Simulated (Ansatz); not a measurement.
Reaction (formal exchange of groups at the Sn–Se bond): `[CH3][SnH2][SeH]` + SiH₄ → `[CH3][SnH2][SiH3]` + H₂Se

Gas-phase electronic energies from Ansatz, PBE0-D4/def2-TZVP geometries. CCSD(T)/CBS is the MP2 limit (def2-TZVPP, def2-QZVPP) plus CCSD(T) − MP2 in def2-TZVPP, frozen cores. This one scheme is used for every species. Elements past krypton have def2 core potentials. For Se, Sn outer-core shells are correlated without core-valence functions, which leaves a few kJ/mol of doubt a bond. Scalar relativity is left out up to krypton. Each species was taken in one conformer, which may not be the lowest.

`[CH3][SnH2][SeH]`:

```xyz
9

C     1.353    0.128    0.296
Sn   -0.718    0.564    0.012
Se   -1.754   -1.195   -1.498
H     1.852    0.099   -0.672
H     1.459   -0.842    0.782
H     1.815    0.894    0.920
H    -1.553    0.581    1.505
H    -0.954    2.033   -0.825
H    -1.501   -2.263   -0.521
```

SiH₄:

```xyz
5

Si    0.000    0.000    0.000
H     0.901   -0.387    1.114
H    -1.277   -0.749    0.114
H     0.649   -0.322   -1.296
H    -0.274    1.458    0.068
```

`[CH3][SnH2][SiH3]`:

```xyz
11

C     1.025    0.694    1.498
Sn   -0.124   -0.802    0.475
Si   -0.865    0.035   -1.833
H     1.327    0.322    2.477
H     1.916    0.938    0.919
H     0.427    1.596    1.629
H     0.823   -2.219    0.313
H    -1.493   -1.200    1.425
H     0.323    0.375   -2.662
H    -1.659   -0.999   -2.549
H    -1.700    1.258   -1.692
```

H₂Se:

```xyz
3

Se    0.409    0.453   -0.310
H    -1.043    0.253   -0.250
H     0.635   -0.706    0.561
```

| species | CCSD(T)/CBS(def2) energy (Eh) |
| --- | --- |
| `[CH3][SnH2][SeH]` | -2656.41290 |
| SiH₄ | -291.46306 |
| `[CH3][SnH2][SiH3]` | -545.95552 |
| H₂Se | -2401.89790 |

(1) Work out ΔE.

Largest T1 diagnostic among the species: 0.012.

## Answers

(1) ΔE = (-545.95552) + (-2401.89790) − (-2656.41290) − (-291.46306) = 0.02254 Eh = +14.1 kcal/mol.

At CCSD(T), def2-SVP lies −1.3 kcal/mol from the extrapolated value and def2-TZVPP −1.2 kcal/mol. Leaving LDA and LC-ωPBE aside and taking each functional with its dispersion term where it has one, the values, not all of them listed here, spread over 3.4 kcal/mol, from PBE-D4 to BHLYP-D4. LDA lies −1.3 kcal/mol from PBE without D4. From BLYP to BHLYP (50 % exact exchange), in def2-TZVPP and without D4, ΔE moves by +1.5 kcal/mol.
